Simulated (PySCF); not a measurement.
Compound: AlH₆Sb.
Bonds: Al1–Sb2. Hydrogens: H3, H4, H5 on Al1; H6, H7, H8 on Sb2.

Method: PBE0-D3(BJ)/def2-SVP geometry optimisation, gas phase, def2 core potentials past Kr (PySCF).

(1) How far are the bound atoms from Al1?

(2) List the angles at Al1.

(3) Describe the arrangement about Al1 in numbers.

(4) How far are the bound atoms from Sb2?

(5) List the angles at Sb2.

(6) Describe the arrangement about Sb2 in numbers.

(7) What are the rotational constants (commonest isotopes, rigid rotor)?

Answers

(1) 4 atoms: H3 1.599 Å, H4 1.599 Å, H5 1.599 Å, Sb2 2.854 Å. The nearest atom not counted as bound is H7, at 4.00 Å (others tie with it).

(2) 
```csv
angle,degrees,distance of the outer atoms (Å)
H3–Al1–H4,119.1,2.76
H3–Al1–H5,119.1,2.76
H4–Al1–H5,118.9,2.75
Sb2–Al1–H3,96.0,3.41
Sb2–Al1–H5,95.7,3.41
Sb2–Al1–H4,95.4,3.40
```

(3) Angles from 95.4° to 119.1°; τ4 = (360° − α − β)/141° = 0.86 with α and β the two widest (0 for a square, 1 for a tetrahedron).

(4) 4 atoms: H8 1.699 Å, H7 1.699 Å, H6 1.699 Å, Al1 2.854 Å. The nearest atom not counted as bound is H4, at 3.40 Å (others tie with it).

(5) 
```
     angle  degrees  distance of the outer atoms (Å)
Al1–Sb2–H8    121.5                             4.01
Al1–Sb2–H6    121.0                             4.00
Al1–Sb2–H7    120.6                             4.00
 H6–Sb2–H8     95.8                             2.52
 H6–Sb2–H7     95.8                             2.52
 H7–Sb2–H8     95.8                             2.52
```

(6) Angles from 95.8° to 121.5°; τ4 = (360° − α − β)/141° = 0.83 with α and β the two widest (0 for a square, 1 for a tetrahedron).

(7) A = 35934, B = 2391, C = 2391 MHz: a prolate symmetric top.

Point group: C3v (every atom within 0.08 Å of its image). Charge 0, singlet. Not checked by PBE0-D3(BJ)/def2-SVP frequencies.

Time: 9.5 s wall; peak memory 0.32 GiB. Hardware: an Arm Neoverse V2 with one thread, shared host. That covers the optimisation of the geometry.
